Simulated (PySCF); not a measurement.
**Spin states and ions at one geometry of Ir2H6**

PySCF 2.14.0, UKS PBE, Ir def2-SVP with ECP60, H def2-SVP; non-relativistic Hamiltonian with scalar-relativistic core potentials where named; density fitting; no spin-orbit coupling; singlets restricted, open shells unrestricted. The geometry is relaxed for charge 0, triplet, vacuum (a saddle point, kept by symmetry):

```xyz
8

Ir    0.0546    0.0000    1.2207
Ir   -0.0546    0.0000   -1.2207
H     1.5899    0.0000    1.3861
H    -1.5899    0.0000   -1.3861
H     0.5236    1.3824    1.8685
H     0.5236   -1.3824    1.8685
H    -0.5236    1.3824   -1.8685
H    -0.5236   -1.3824   -1.8685
```

Energies count from the relaxed state; an electron taken off or put on is at rest in vacuum. Charges and spins are Mulliken's.

Question: Order these states by energy, lowest first.
A. charge +1, quartet, vacuum
B. charge -1, quartet, vacuum
C. charge 0, triplet, vacuum
D. charge 0, quintet, vacuum
E. charge -1, doublet, vacuum
F. charge 0, septet, vacuum
G. charge +1, doublet, vacuum

Answer: E (-2.05 eV), B (-1.01 eV), C (0.00 eV), D (2.14 eV), F (5.40 eV), G (7.71 eV), A (8.45 eV).

Question: How do charge and spin on the first atom follow?

Answer: 
```json
{"state": "charge 0, triplet, vacuum", "spin squared": "2.00", "charge on Ir1 (e)": "0.00", "spin on Ir1 (e)": "0.76", "dipole about the centre of mass (D)": "0.00"}
{"state": "charge 0, quintet, vacuum", "spin squared": "6.01", "charge on Ir1 (e)": "0.06", "spin on Ir1 (e)": "1.65", "dipole about the centre of mass (D)": "0.00"}
{"state": "charge 0, septet, vacuum", "spin squared": "12.01", "charge on Ir1 (e)": "0.20", "spin on Ir1 (e)": "2.34", "dipole about the centre of mass (D)": "0.00"}
{"state": "charge +1, doublet, vacuum", "spin squared": "0.75", "charge on Ir1 (e)": "0.19", "spin on Ir1 (e)": "0.47", "dipole about the centre of mass (D)": "0.00"}
{"state": "charge +1, quartet, vacuum", "spin squared": "3.76", "charge on Ir1 (e)": "0.33", "spin on Ir1 (e)": "1.21", "dipole about the centre of mass (D)": "0.00"}
{"state": "charge -1, doublet, vacuum", "spin squared": "0.75", "charge on Ir1 (e)": "-0.32", "spin on Ir1 (e)": "0.50", "dipole about the centre of mass (D)": "0.00"}
{"state": "charge -1, quartet, vacuum", "spin squared": "3.76", "charge on Ir1 (e)": "-0.37", "spin on Ir1 (e)": "1.27", "dipole about the centre of mass (D)": "0.00"}
```

With an electron taken off (doublet, the lower of the two states computed) the charges change, summed by element, by Ir +0.39 e, H +0.61 e. The vertical ionisation energy is 7.71 eV, against −ε(HOMO) = 5.12 eV over both spins of the relaxed state. The level lies 2.6 eV too high, as is usual for semilocal functionals and global hybrids, which keep a self-interaction error.

With an electron put on (doublet, the lower of the two states computed) the charges change, summed by element, by Ir -0.63 e, H -0.37 e. The vertical electron affinity is 2.05 eV, against −ε(LUMO) = 4.54 eV over both spins of the relaxed state. The basis has no diffuse functions, which an added electron needs. The added electron's level lies above zero.

Open shells may have lower solutions than those found.
